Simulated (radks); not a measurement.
Species: C. Configuration: [He] 2s2 2p2.

Calculated with a radial shooting solver on a logarithmic mesh with Libxc functionals: scalar-relativistic Kohn-Sham, PBE, spin-polarised, spherical densities, point nucleus; open shells are filled with parallel spins first.

Energy parts (hartree):
part                     energy
total                 -37.81029
kinetic                37.71674
electron-nucleus      -88.17690
Hartree                17.78847
exchange-correlation   -5.13861

Orbitals (lengths in bohr, moments of r in powers of bohr; <r^-3> diverges for s and p1/2; r(90%) holds 90 % of the orbital's charge):
[
 {"orbital": "1s up", "occ.": "1", "eigenvalue (hartree)": "-10.03790", "<r^-3>": "-", "r(90%)": "0.487"},
 {"orbital": "1s down", "occ.": "1", "eigenvalue (hartree)": "-10.00812", "<r^-3>": "-", "r(90%)": "0.485"},
 {"orbital": "2s up", "occ.": "1", "eigenvalue (hartree)": "-0.53807", "<r^-3>": "-", "r(90%)": "2.48"},
 {"orbital": "2s down", "occ.": "1", "eigenvalue (hartree)": "-0.43666", "<r^-3>": "-", "r(90%)": "2.59"},
 {"orbital": "2p up", "occ.": "2", "eigenvalue (hartree)": "-0.22400", "<r^-3>": "1.771", "r(90%)": "3.01"},
 {"orbital": "2p down", "occ.": "0", "eigenvalue (hartree)": "-0.13259", "<r^-3>": "1.574", "r(90%)": "3.42"}
]

The highest occupied level is 2p up at -6.095 eV. Summed over all electrons, <r^2> = 14.21 bohr^2, which gives a Langevin (diamagnetic) susceptibility term of -11.3 x 10^-6 cm^3/mol. The density falls to 0.001 e/bohr^3 at r = 3.64 bohr.
